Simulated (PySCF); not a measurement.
**I⁴³⁺ (iodine, charge +43): Hartree-Fock from Schrödinger to Dirac-Coulomb-Breit**

Occupied: 1s1/2, 2s1/2, 2p1/2, 2p3/2. Hartree-Fock calculated with PySCF 2.14 in an uncontracted even-tempered set (16 s from 7.1 bohr⁻², ratio 2.7; 13 p from 8.5 bohr⁻², ratio 2.7), Gaussian nucleus throughout. NR is non-relativistic, sf-X2C the spin-free one-electron X2C Hamiltonian, X2C adds the bare one-electron spin-orbit term, X2C-SNSO screens it by Boettger's factors, DC is four-component Dirac-Coulomb, and the Gaunt and Breit terms are added at first order (total energies over the DC spinors, levels after relaxing the spinors in that mean field). QED terms are absent. Levels marked empty are virtual spinors of this ion.

```json
{"Hamiltonian": "NR", "E (hartree)": "-5168.4950", "E − E(DC) (hartree)": "177.9406", "CPU seconds": "0.22"}
{"Hamiltonian": "sf-X2C", "E (hartree)": "-5343.0151", "E − E(DC) (hartree)": "3.4206", "CPU seconds": "0.12"}
{"Hamiltonian": "X2C", "E (hartree)": "-5344.9384", "E − E(DC) (hartree)": "1.4972", "CPU seconds": "0.15"}
{"Hamiltonian": "X2C-SNSO", "E (hartree)": "-5344.7909", "E − E(DC) (hartree)": "1.6447", "CPU seconds": "0.15"}
{"Hamiltonian": "DC", "E (hartree)": "-5346.4356", "E − E(DC) (hartree)": "0.0000", "CPU seconds": "8"}
{"Hamiltonian": "DC+Gaunt", "E (hartree)": "-5341.6377", "E − E(DC) (hartree)": "4.7979", "CPU seconds": "15"}
{"Hamiltonian": "DC+Breit", "E (hartree)": "-5342.0574", "E − E(DC) (hartree)": "4.3782", "CPU seconds": "45"}
```

Question: Give the 3p spin-orbit interval with each Hamiltonian that has one.

Answer: X2C 83.82; X2C-SNSO 80.51; DC 80.43; DC+Gaunt 79.29; DC+Breit 79.29 (eV).

```
   level (eV)        NR    sf-X2C       X2C  X2C-SNSO        DC  DC+Gaunt  DC+Breit
        1s1/2  -34892.2  -36243.1  -36240.4  -36240.6  -36270.3  -36190.9  -36196.0
        2s1/2   -7583.3   -7956.8   -7956.1   -7956.2   -7959.8   -7951.8   -7952.3
        2p1/2   -7316.0   -7443.4   -7669.2   -7660.0   -7661.8   -7647.6   -7649.1
        2p3/2   -7316.0   -7443.4   -7342.7   -7346.4   -7349.1   -7339.1   -7340.6
3s1/2 (empty)   -3067.1   -3182.7   -3182.6   -3182.6   -3183.5   -3181.3   -3181.6
3p1/2 (empty)   -2981.0   -3031.5   -3089.4   -3087.0   -3087.5   -3083.8   -3084.4
3p3/2 (empty)   -2981.0   -3031.5   -3005.5   -3006.5   -3007.0   -3004.5   -3005.1
```

Weight of the small component: 1s1/2 0.0382, 2s1/2 0.00849, 2p1/2 0.00843, 2p3/2 0.00804, 3s1/2 0.00328, 3p1/2 0.00322, 3p3/2 0.00313.

Koopmans' value for the highest occupied level at DC+Breit: 7340.6 eV, against an ionisation energy of 7337 ± 4 eV (theoretical estimate listed by NIST; NIST Atomic Spectra Database, ionization energies); the former lacks relaxation, correlation, QED and recoil.

The whole ladder took 71 s of wall time on 1 thread of Intel(R) Xeon(R) Platinum 8488C (shared host), launched as `OMP_NUM_THREADS=1 python relrun2.py TASK.json OUT` (a driver that calls PySCF for each Hamiltonian).

Dirac-Coulomb iterations, started from the X2C spinors:

```
with_ssss True, with_gaunt False, with_breit False
light speed = 137.03599967994
init E= -5328.39290262917
cycle= 1 E= -5346.43516582732  delta_E=  -18  |g|= 1.19  |ddm|= 0.0757
cycle= 2 E= -5346.4356046312  delta_E= -0.000439  |g|= 0.0158  |ddm|= 0.00303
cycle= 3 E= -5346.43560520582  delta_E= -5.75e-07  |g|= 0.000588  |ddm|= 0.000153
cycle= 4 E= -5346.43560520665  delta_E= -8.34e-10  |g|= 2.68e-06  |ddm|= 4.98e-06
```
